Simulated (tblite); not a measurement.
Start geometry of `N#C[C@@H]1[CH]CCS1` [radical] from a force field or distance geometry (Å):
```
atom  x, y, z in Å
N1     2.969    1.440    0.521
C2     2.165    0.598    0.433
C3     1.187   -0.492    0.320
C4     0.356   -0.305   -0.933
C5    -1.113   -0.146   -0.707
C6    -1.330    0.342    0.707
S7    -0.044   -0.492    1.671
H8     1.682   -1.458    0.303
H9     0.785   -0.463   -1.909
H10   -1.536    0.566   -1.427
H11   -1.614   -1.110   -0.874
H12   -1.182    1.422    0.787
H13   -2.329    0.100    1.091
```

Q: What comes out of this run: GFN2-xTB geometry optimisation, gas phase in tblite 0.8.0?

A: 
```
atom  x, y, z in Å
N1     2.3584    1.7121    0.5327
C2     1.8750    0.6805    0.4284
C3     1.1835   -0.5780    0.2655
C4     0.3478   -0.5395   -0.9446
C5    -1.0335   -0.0515   -0.7424
C6    -1.1851    0.3398    0.7270
S7    -0.0273   -0.7103    1.6684
H8     1.8944   -1.4066    0.3136
H9     0.6836   -0.9455   -1.8798
H10   -1.2687    0.7991   -1.3935
H11   -1.7453   -0.8472   -1.0036
H12   -0.9018    1.3797    0.8946
H13   -2.1854    0.1678    1.1159
```

The energy falls by 3.9 kcal/mol over 80 L-BFGS steps, the largest force on an atom goes from 2.92 to 0.009 eV/Å, and the atoms move by 0.320 Å rms after alignment. The bond that changes most is C3–C4 (ends: carbon bonded to 2 C, S and H; carbon bonded to 2 C and H), which shortens by 0.044 Å. Bonds longer at the end by more than 0.005 Å: 4 of 13; shorter: 5. Among the angles that change most is C2–C3–S7, from 113.1° to 106.8°. Among the dihedrals that turn most is C2–C3–C4–C5, from -120° to -90°. Rotational constants go from 3787, 1817, 1468 to 3302, 2092, 1715 MHz. The orientation of the end geometry is arbitrary; only internal coordinates are fixed.

Time: 0.37 s wall. Hardware: an Arm Neoverse V2 with one thread, shared host with 96 logical CPUs at a one-minute load of 63.

Its GFN2-xTB frequencies are all real (lowest 73 cm⁻¹).

One conformer stands for the species.

All values are computed, not measured.
